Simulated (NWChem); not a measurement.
Molecule: CH3IMgS; SMILES [I][Mg][S]C

```xyz
7

Mg     0.6385     0.3058     0.0000
I      1.2204    -2.1860     0.0000
S      0.1812     2.5615     0.0000
C     -1.6496     2.6557     0.0000
H     -2.0903     2.2004    -0.8978
H     -1.9088     3.7233     0.0000
H     -2.0903     2.2004     0.8978
```
Atoms are numbered in this order, from 1.

Level: PBE0/def2-SVP with def2 effective core potentials on I (NWChem), optimised geometry, unscaled harmonic frequencies. def2 effective core potentials on I; no spin-orbit coupling.

| frequency (cm⁻¹) | IR intensity (km/mol) |
|---|---|
| 63 | 8.7 |
| 68 | 2.4 |
| 110 | 26.5 |
| 157 | 16.7 |
| 222 | 4.3 |
| 515 | 107.8 |
| 721 | 7.6 |
| 953 | 7.1 |
| 966 | 9.2 |
| 1335 | 20.4 |
| 1453 | 7.6 |
| 1459 | 7.4 |
| 3067 | 27.0 |
| 3176 | 2.9 |
| 3179 | 0.8 |

```
Quantity                                                                           Result
-----------------------------------------------------------------------  ----------------
zero-point energy                                                           24.9 kcal/mol
thermal correction to the enthalpy at 298.15 K (with zero-point energy)     29.7 kcal/mol
heat capacity Cv                                                         18.7 cal/(mol K)
entropy at 298.15 K and 1 atm (symmetry number 1)                        88.0 cal/(mol K)
```

Rigid rotor and harmonic oscillator; modes under 100 cm⁻¹ make the entropy uncertain.
